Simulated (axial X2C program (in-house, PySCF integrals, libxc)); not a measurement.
## MoH: nuclear properties from DFT to coupled cluster

Calculated with an in-house all-electron X2C program for linear molecules (integrals from PySCF): two-component X2C with atomic mean-field Coulomb and Gaunt terms, Gaussian nuclei, basis Mo dyall-acv3z, H dyall-av3z with contracted cores.

R = 1.717 Å (near the PBE0 minimum at charge 0 of the determinant lowest at the starting distance; the state shown can have its own minimum elsewhere); state Ω = 5/2 (⟨Sz⟩ = 2.50, ⟨Lz⟩ = 0.00 at PBE0).

```json
{"level": "PBE0", "Eeff magnitude (GV/cm)": "0.544", "Ws magnitude Mo (kHz)": "0.117", "A∥/gI Mo (MHz)": "464", "qzz Mo (a.u.)": "-0.48", "A∥/gI H (MHz)": "-5.21", "μ (D)": "-2.60"}
{"level": "HF", "Eeff magnitude (GV/cm)": "0.468", "Ws magnitude Mo (kHz)": "0.101", "A∥/gI Mo (MHz)": "291", "qzz Mo (a.u.)": "-0.89", "A∥/gI H (MHz)": "-8.84", "μ (D)": "-3.22"}
{"level": "B3LYP", "Eeff magnitude (GV/cm)": "0.761", "Ws magnitude Mo (kHz)": "0.159", "A∥/gI Mo (MHz)": "493", "qzz Mo (a.u.)": "-0.44", "A∥/gI H (MHz)": "-3.62", "μ (D)": "-2.49"}
```

Eeff is the effective electric field on the electron electric dipole moment in this Ω state and Ws the scalar–pseudoscalar constant of the nucleus named (defined with the proton number Z and per Ω); A∥ (defined per Ω) follows by multiplying with gI = μI/(I μN); qzz is the electric field gradient, eQq0 = 234.96 MHz × Q/barn × qzz; μ is positive if the H end (last atom) is positive. The operators were transformed with the bare-nucleus X2C matrices; with these basis sets, hyperfine constants and field gradients can be off by tens of per cent, and where levels differ in sign neither size nor sign is settled.

Finite-field MP2, CCSD and CCSD(T), with 15 electrons correlated in 130 natural virtual spinors (MP2 remainder added):

```csv
level,Eeff magnitude (GV/cm),Ws magnitude Mo (kHz),A∥/gI Mo (MHz),qzz Mo (a.u.),A∥/gI H (MHz),μ (D)
MP2,0.2,0.051,393,-0.71,-4.95,-3.01
CCSD,0.411,0.0905,384,-0.70,-3.87,-2.93
CCSD(T),0.442,0.0952,385,-0.66,-3.32,-2.84
```

T1 = 0.019 (Lee–Taylor). One unrestricted determinant, the lowest of a limited PBE0 search, is the reference; the functionals treat spin collinearly. With several open shells it need not be a pure state. Eeff spreads by more than a factor of two over the levels. Correlation of the inner shells is missing, which matters for properties at the nucleus. Number of frozen shells: Mo 3 s, 2 p, 1 d; H none.

(1) By how much does correlation change each value, CCSD(T) against HF?

Answers

(1) Eeff magnitude -6 %; Ws magnitude Mo -6 %; A∥/gI Mo 32 %; qzz Mo -26 %; A∥/gI H -62 %; μ -12 %.
